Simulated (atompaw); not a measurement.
**Before and after: PAW (atompaw) potential for holmium**

holmium, PAW, made with atompaw 4.2.0.5 (PBE, scalar-relativistic). Core [Kr] 4d10 4f10, reference 5s2 5p6 5d1 6s2 6p0. Waves: 5s (bound): rc 2.25 bohr; 6s (bound): rc 3.00 bohr; 5p (bound): rc 2.30 bohr; 6p (bound, empty): rc 2.40 bohr; 5d (bound): rc 3.00 bohr; 5d channel at 0.85 Ry: rc 3.00 bohr. Local part: bessel scheme, radius 2.75 bohr. Core correction: smooth core density matched at 1.90 bohr. Augmentation charge: besselshape compensation charge, radius 2.35 bohr; PAW radius 3.00 bohr; waves and projectors: custom polynom vanderbiltortho.

All-electron outer shells of the reference configuration (PBE, scalar-relativistic, ld1.x):

```
shell  level (eV)  outermost node (bohr)  outermost maximum (bohr)
   4d     -166.33                   0.25                      0.52
   5s      -54.41                   0.61                      1.13
   5p      -29.13                   0.66                      1.28
   4f       -9.36                      –                      0.52
   6s       -4.34                   1.52                      3.26
   5d       -2.20                   0.74                      1.91
   6p       -1.33                   1.84                      4.46
```

Change: reference 5s2 5p6 5d1 6s0.5 6p0.

Cutoffs: the cutoffs (Ry, on a coarse ladder) from which the occupation-weighted sum of valence levels, in a spherical-Bessel basis at the reference potential, stays within 10 and 1 mRy of its value at 400 Ry; they do not see the model core or the augmentation charge, which bear on the density cutoff.

Problem. What does the change do?

Solution. The potential gets neither clearly harder nor softer (15 Ry and 25 Ry → 15 Ry and 25 Ry); the range in which the d phases agree widens (upper end 2.3 → at the end of the scan); neither file shows a bound ghost.

```csv
quantity,base,changed
"cutoff, loose",15 Ry,15 Ry
"cutoff, tight",25 Ry,25 Ry
bound ghosts,none,none
s: phases at 3.01 bohr within 0.05 rad from the reference energy up to (Ry; the scan ends near 5),3.8,3.0
p: phases at 3.01 bohr within 0.05 rad from the reference energy up to (Ry; the scan ends near 5),4.9,4.2
d: phases at 3.01 bohr within 0.05 rad from the reference energy up to (Ry; the scan ends near 5),2.3,to the end of the scan
lowest overlap eigenvalue by channel,"s 0.54, p 0.93, d 0.94","s 0.53, p 0.92, d 0.92"
```

 The cutoffs see the waves, projectors and local potential, not the compensation charge or the core.
